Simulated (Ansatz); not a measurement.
Frontier orbitals of `OB(Br)Br`.

Charge 0, multiplicity 1. Correlated methods include outer-core shells of Br, which these sets cover unevenly. Scalar relativity is left out up to krypton. The geometry is a stationary point of PBE0-D4/def2-TZVP. It is one conformer, not always the lowest. Basis def2-TZVPP, Ansatz 0.2.0.

Orbital energies of one run (eV). Highest occupied ones, from the top: -7.45, -7.86, -8.23, -8.31, -9.40, -10.56, -11.31, -12.31, -15.55, -20.49, -21.19, -29.04, -69.45, -69.45. Empty: -1.20, -0.12, 0.24, 1.54, 2.23, 2.68.

Task: Which functional gave them?
A. B3LYP
B. PBE0
C. B97M-V
D. HSE06 (plane-wave form)

Result: C. HOMO energies: B97M-V -7.45, PBE0 -8.34, HSE06 -7.94, B3LYP -8.06 eV.

B3LYP here is the variant with VWN-RPA as its local correlation; programs differ in this.
